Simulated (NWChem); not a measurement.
CdS; SMILES [S]=[Cd]

```xyz
2

Cd     0.0000     0.0000    -0.5637
S      0.0000     0.0000     1.6821
```
Atoms are numbered in this order, from 1.

Structure relaxed at the PBE0/def2-SVP level. def2 effective core potentials on Cd; no spin-orbit coupling.

Question: List the 4 lowest vertical singlet excitations from PBE0/def2-SVP with def2 effective core potentials on Cd, TDA (NWChem).

Answer: 
| state | energy (eV) | oscillator strength | leading excitation (squared amplitude) |
|---|---|---|---|
| S1 | 0.71 | 0.003 | HOMO → LUMO (1.00) |
| S2 | 0.71 | 0.003 | HOMO−1 → LUMO (1.00) |
| S3 | 3.78 | 0.080 | HOMO−2 → LUMO (0.59) |
| S4 | 4.26 | 0.000 | HOMO−1 → LUMO+2 (0.50) |
